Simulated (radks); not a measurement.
Values are calculated unless marked as measured or tabulated.
Question: The mean radii <r> (bohr) of the occupied orbitals of an atom or ion are listed with their occupations. Level of theory: scalar-relativistic Kohn-Sham, PBEsol, spin-polarised, spherical densities, point nucleus (a radial shooting solver on a logarithmic mesh with Libxc functionals).

| orbital | occ. | <r> |
|---|---|---|
| 1s up | 1 | 0.02191 |
| 1s down | 1 | 0.02191 |
| 2s up | 1 | 0.09331 |
| 2s down | 1 | 0.09331 |
| 2p up | 3 | 0.08239 |
| 2p down | 3 | 0.08238 |
| 3s up | 1 | 0.2446 |
| 3s down | 1 | 0.2444 |
| 3p up | 3 | 0.2432 |
| 3p down | 3 | 0.2430 |
| 3d up | 5 | 0.2214 |
| 3d down | 5 | 0.2211 |
| 4s up | 1 | 0.5520 |
| 4s down | 1 | 0.5521 |
| 4p up | 3 | 0.5838 |
| 4p down | 3 | 0.5840 |
| 4d up | 5 | 0.6324 |
| 4d down | 5 | 0.6334 |
| 5s up | 1 | 1.306 |
| 5s down | 1 | 1.318 |
| 5p up | 3 | 1.515 |
| 5p down | 3 | 1.530 |
| 4f up | 6 | 0.8085 |
| 5d up | 2 | 2.336 |
| 6s up | 1 | 3.441 |

Name the element and its charge. Open shells, if any, are filled with parallel spins first.

Answer: Z = 64, gadolinium, charge +1: Gd+ in [Xe] 4f6 5d2 6s1. The 1s radius gives Z: for a bare nucleus <r> = (2 gamma + 1)/(2Z) with gamma = sqrt(1 - (Z/c)^2), 0.02163 bohr for Z = 64, and screening makes it slightly larger (0.02191 here). The occupations add up to 63, and the charge is Z minus that.
